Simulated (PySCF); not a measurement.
Mo(O)2(Cl)(OSiH3) (ClH3MoO3Si), SMILES [O]=[Mo](=[O])([Cl])[O][SiH3], multiplicity 1.

Coordinates come from a PBE0-D3(BJ)/def2-SVP optimisation. The spin state was assumed, not searched. The def2 effective core potentials stand for the cores of Mo; spin–orbit coupling is left out. The values are those of a single conformer.

Two levels are set side by side: PBE/def2-TZVP (PySCF) and r2SCAN/def2-TZVP (PySCF). Same geometry, gas phase. Differences are taken from unrounded values.

| quantity | r2SCAN | PBE | PBE minus r2SCAN |
|---|---|---|---|
| orbital gap (eV) | 4.62 | 4.24 | -0.38 |
| highest occupied level (eV) | -8.25 | -7.85 | 0.40 |
| lowest empty level (eV) | -3.63 | -3.61 | 0.01 |
| dipole moment (D) | 3.13 | 3.10 | -0.03 |
| mean polarisability (bohr³) | 85.6 | 88.4 | 2.7 |

Rough cost on one machine, each run with all the roots and properties that it gave: r2SCAN against PBE about 4 times.
